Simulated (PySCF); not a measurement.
Method: TPSSh-D3(BJ)/def2-TZVP // BP86-D3(BJ)/def2-SVP (PySCF). Gas-phase values, no solvent. One relaxed conformer stands for a flexible species; it need not be the lowest. 

Reference species: [Nb(Cl)2(OH)3] (neutral, multiplicity 1).

HOMO–LUMO gap: 4.86 eV
coordination number: 5
LUMO: -2.89 eV

After one change: the HOMO–LUMO gap goes up by 0.04 eV; the coordination number stays essentially unchanged; the LUMO decreases by 0.31 eV.

Task: Which change was made? The new species is one of these.
A) [Nb(Cl)5]
B) [Nb(Cl)(OH)4]
C) [Nb(OH)5]
D) [Nb(Cl)3(OH)2]

Result: D, [Nb(Cl)3(OH)2]
